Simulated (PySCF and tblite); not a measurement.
Results of a calculation; reference values are marked as such.
C6H5NO, numbered as in [O:1]=[CH:2][c:3]1[cH:4][cH:5][cH:6][n:7][cH:8]1.

Conformers came from 90 starts (ETKDG and KDG, MMFF94s, GFN2-xTB); geometries are PBE0-D3(BJ)/def2-SVP. Energies: PBE0-D3(BJ)/def2-TZVP (IEF-PCM, chloroform), with GFN2-xTB thermal terms (modes under about 100 cm⁻¹ blended into free rotors). Symmetry numbers and mirror images are counted. Conformers within 3 kcal/mol (GFN2-xTB free energy) were kept, 8 at most. Couplings: B3LYP/pcSseg-1 with pcJ-1 on H (gas phase; spin-dipole term only for pairs with B, N, F, Si or P). Couplings are for ¹H. Codes: tblite and PySCF.

Torsions listed: O1–C2–C3–C4.

```json
{"conformer": "1", "shape": "0°", "weight %": "68.4"}
{"conformer": "2", "shape": "180°", "weight %": "31.6"}
```

Q: Give the couplings in each conformer and the averages at 298.15 K (pairs that fast motion interchanges averaged).

A: 
```csv
coupling,pairs,1,2,average (Hz)
"³J(H4,H5)",1,8.8,8.5,8.7
"⁴J(H4,H6)",1,1.6,1.4,1.5
"⁴J(H4,H8)",1,1.9,1.9,1.9
"³J(H5,H6)",1,5.3,5.5,5.4
"⁵J(H5,H8)",1,0.7,0.8,0.7
"⁴J(H6,H8)",1,-1.1,-1.1,-1.1
```

Only couplings over up to 5 bonds are listed; longer-range ones, if any, are left out.
